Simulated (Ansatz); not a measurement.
Species: C₄H₅BOS, SMILES `Bc1csc(O)c1` (charge 0, multiplicity 1).

Give a relaxed geometry from PBE0-D3(BJ)/def2-SVP in Ansatz (a quantum-chemistry and plane-wave program).

Several could match; the one computed here: the end point of this relaxation, one of several conformers (outside a Z-matrix the atoms follow the SMILES, hydrogens last).
Z-matrix (Å, degrees):
```
C
C 1 1.3841
H 2 1.0896 1 127.55
C 1 1.4382 2 111.48 3 -179.99
C 4 1.3641 1 113.08 2 0.00
O 5 1.3414 4 126.35 1 -179.98
H 6 0.9626 5 111.00 4 -179.79
H 4 1.0898 5 122.44 6 0.03
B 1 1.5317 2 121.31 3 0.00
H 9 1.2096 1 120.96 2 -179.99
H 9 1.2102 10 119.52 1 -179.99
S 2 1.7134 3 119.84 1 -179.99
```
